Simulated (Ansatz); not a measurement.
A trace of molecular dynamics of ClH₉N₂Si₂ (14 atoms, charge 0, multiplicity 1).

Level of theory: Ansatz, RHF/6-31G*.

```json
{
 "ensemble": "NVE (velocity Verlet)",
 "starting velocities drawn for": "300 K",
 "seed": "8295"
}
```

```csv
time (fs),T (K),potential energy less start (eV),conserved less start (meV/atom)
0.0,300,0.000,0.00
4.0,149,0.237,0.13
8.0,162,0.215,0.08
12.0,166,0.210,0.14
16.0,210,0.142,0.17
20.0,239,0.096,0.13
24.0,174,0.198,0.17
28.0,279,0.034,0.11
32.0,277,0.038,0.11
36.0,337,-0.057,0.05
40.0,232,0.107,0.13
44.0,252,0.075,0.08
48.0,292,0.014,0.10
52.0,251,0.077,0.14
56.0,286,0.023,0.10
60.0,270,0.049,0.13
64.0,342,-0.064,0.08
68.0,268,0.051,0.14
72.0,228,0.113,0.08
76.0,226,0.117,0.08
80.0,238,0.097,0.13
84.0,281,0.031,0.09
88.0,220,0.126,0.11
92.0,220,0.125,0.11
96.0,229,0.113,0.14
100.0,218,0.129,0.11
```

Q: Is this trajectory sound?

A: The conserved energy stayed within 0.19 meV per atom of its start (net change 0.11 meV per atom), so the integration is sound. A run of 0.1 ps of so small a system gives no equilibrium averages. The orbitals stay closed-shell, which can raise the energy where a bond breaks towards radicals; this wasn't checked here. The time step was 0.5 fs.

Run time: 5.4 min on 2 threads of Intel(R) Xeon(R) 6975P-C (Granite Rapids), on a shared host, peak memory 0.25 GiB.
